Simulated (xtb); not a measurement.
W(O)2(NH2)2 (H4N2O2W), SMILES [NH2][W]([NH2])(=[O])=[O], multiplicity 1. All values are semi-empirical tight-binding results from xtb (GFN2-xTB unless named), good for trends rather than for accurate numbers. Geometry optimised at GFN2-xTB. The multiplicity is an assumed one; other spin states were not compared. The values are those of a single conformer.

For metal compounds this method's bond lengths and energies can be far off.

Computed properties:
```yaml
point_group_as_xtb_finds_it: C2v
orbital_gap: 4.29 eV
zero_point_energy: 31.6 kcal/mol
G − E(el) at 298.15 K (modified RRHO): 11.4 kcal/mol
```
